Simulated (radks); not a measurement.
Excited configurations of the bismuth ion Bi3+: one electron is placed in a higher orbital outside [Xe] 4f14 5d10 6s1. The ground configuration is [Hg]. Method: Dirac Kohn-Sham, LDA (Slater exchange, Perdew-Wang correlation), spin-unpolarised, spherical densities, point nucleus; open shells fill j = l - 1/2 first; computed with a radial shooting solver on a logarithmic mesh with Libxc functionals. Excitation = E - E(ground); binding = E(ion) - E, where the ion is the core of charge +4; n* = 4/sqrt(2 binding) in atomic units, and the quantum defect is n - n*.

| outer orbital | excitation (eV) | binding (eV) | n* | eigenvalue (eV) |
|---|---|---|---|---|
| 5f5/2 | 29.714 | 16.182 | 3.668 | -12.944 |
| 6p1/2 | 10.130 | 35.766 | 2.467 | -31.004 |
| 6d3/2 | 25.385 | 20.511 | 3.258 | -17.552 |
| 6f5/2 | 35.331 | 10.565 | 4.539 | -9.082 |
| 7s1/2 | 25.363 | 20.533 | 3.256 | -18.228 |
| 7p1/2 | 28.571 | 17.325 | 3.545 | -15.328 |
| 7d3/2 | 33.935 | 11.961 | 4.266 | -10.528 |
| 7f5/2 | 38.644 | 7.252 | 5.479 | -6.377 |

The Delta-SCF ionisation energy is 45.896 eV (NIST Atomic Spectra Database: 45.4 eV, measured). Self-interaction in the functional shifts the binding energies and quantum defects, so they are the method's values and not measured ones. Spin polarisation and multiplet splitting are left out, so open shells lie too high by an amount that depends on their filling.

Beside tabulated values, note that spin-unpolarised runs miss the spin-polarisation part of the exchange energy of open shells.
